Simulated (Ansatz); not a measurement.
tellurium atom (Te), triplet (all electrons, no relativity); B3LYP/STO-3G (Ansatz, an electronic-structure program).

Here is a job for Ansatz.
Ansatz 0.2 input:
```yaml
crystal:
  periodic: [false, false, false]
  atoms:
    - {symbol: Te, position_ang: [0.00000000, 0.00000000, 0.00000000]}
basis:
  gaussian:
    orbitals: STO-3G
    point_charges:
      - {charge: -1.0, position_ang: [1.8611, 0.6316, 2.2666]}
hamiltonian:
  xc: b3lyp
magnetization: {spin_polarized: true, initial_magnetization: 2}
```

What does Ansatz print? Leave out banner, timings and long lists.


```
Functional definition: B3LYP
251 factors; integrals over basis functions are off by at most 2.9e-6 eV
mean field evaluation 1: about -178212.7161 eV, gradient 5.9e-1 eV
mean field evaluation 2: about -178212.7249 eV, gradient 4.4e-2 eV
mean field evaluation 4: about -178212.7255 eV, gradient 7.2e-4 eV
mean field evaluation 8: about -178212.7255 eV, gradient 9.1e-5 eV
mean field -178212.72549459 eV, -6549.1968650024 hartree, gradient 3.1e-7 eV, S^2 2.000000; 2 other end points of the search recorded, 0 dependent functions left out
reference -178212.72561488 eV, -6549.1968694227 hartree; 27, 25 occupied and 0, 2 virtual orbitals, 251 factors
Total energy: -178212.72561488 eV, -6549.1968694227 hartree
```
